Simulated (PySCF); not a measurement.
**Polarisability and C₆ of N (nitrogen, neutral)**

[He] 2s2 2p3, high-spin 4S determinant. Computed with PySCF 2.14 in aug-cc-pVTZ-DK (5s4p3d2f, 46 functions), with the spin-free X2C one-electron Hamiltonian (Gaussian nucleus). Coupled (time-dependent) response in atomic units; α is the mean over directions.

```json
{"method": "UHF", "mean α (bohr³)": "7.106", "C₆ (like pair)": "23.19", "S(−4)": "27.36"}
{"method": "PBE", "mean α (bohr³)": "8.022", "C₆ (like pair)": "27.72", "S(−4)": "34.31"}
{"method": "PBE0", "mean α (bohr³)": "7.601", "C₆ (like pair)": "25.82", "S(−4)": "29.69"}
{"method": "wB97X", "mean α (bohr³)": "7.629", "C₆ (like pair)": "25.99", "S(−4)": "29.59"}
{"method": "M06", "mean α (bohr³)": "7.608", "C₆ (like pair)": "25.42", "S(−4)": "31.19"}
```

S(−4) is the Cauchy moment in α(ω) = α(0) + S(−4) ω² + …

Reference α: 7.4 ± 0.2 bohr³ (recommended; Schwerdtfeger and Nagle, table of static dipole polarizabilities (2023 update)). Published C₆: 24.20 (Chu and Dalgarno (2004); Tang, Norbeck and Certain (1976)).

α(iu) at UHF:

| u (hartree) | α(iu) (bohr³) |
| --- | --- |
| 0 | 7.106 |
| 0.0500 | 7.039 |
| 0.100 | 6.848 |
| 0.200 | 6.215 |
| 0.300 | 5.459 |
| 0.500 | 4.100 |
| 0.750 | 2.905 |
| 1.00 | 2.130 |
| 1.50 | 1.266 |
| 2.00 | 0.8322 |
| 3.00 | 0.4350 |
| 5.00 | 0.1795 |

A single London oscillator, α(iu) = α/(1 + u²/ω²), gives C₆ = (3/4) ω α². Matching the computed C₆ needs ω = 4 × 23.19 / (3 × 7.106²) = 0.612 hartree.
